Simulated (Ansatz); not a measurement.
CH3Cl3TeTiZn, SMILES `[CH3][Zn][Te][Ti]([Cl])([Cl])[Cl]`. Charge 0, multiplicity 1. Te takes the def2 core potential. The geometry is a stationary point of PBE0-D4/def2-TZVP. It is one conformer, not always the lowest.

```xyz
10

C     0.256   -2.227    1.177
Zn   -0.339   -0.792    0.000
Te   -1.724    0.341   -1.822
Ti   -0.157    2.184   -1.063
Cl    1.048    2.826   -2.752
Cl    1.129    1.319    0.547
Cl   -1.335    3.843   -0.302
H     1.313   -2.433    1.000
H     0.128   -1.925    2.218
H    -0.320   -3.135    0.996
```

Problem. What is the dipole moment at B3LYP/def2-TZVPP? (Estimate.)

Solution. The calculation gave: 1.74 D, with components (0.00, -1.61, 0.67) D in this frame, pointing from negative to positive charge.

Problem. And with PBE, r2SCAN, ωB97M-V? (Best estimate.)

Solution. Computed: PBE 1.83 D, r2SCAN 1.77 D, ωB97M-V 1.44 D.

Problem. Give the Mulliken charges with B3LYP, PBE, r2SCAN in def2-TZVPP. (Estimate.)

Solution. Ansatz gave: 
```
atom  B3LYP    PBE  r2SCAN
  C1  -0.44  -0.42   -0.37
 Zn2   0.35   0.27    0.35
 Te3  -0.01   0.02   -0.04
 Ti4   0.41   0.32    0.42
 Cl5  -0.20  -0.18   -0.20
 Cl6  -0.22  -0.18   -0.22
 Cl7  -0.20  -0.18   -0.20
  H8   0.11   0.11    0.09
  H9   0.11   0.11    0.09
 H10   0.11   0.11    0.08
```

B3LYP here is the variant with VWN-RPA as its local correlation; programs differ in this.
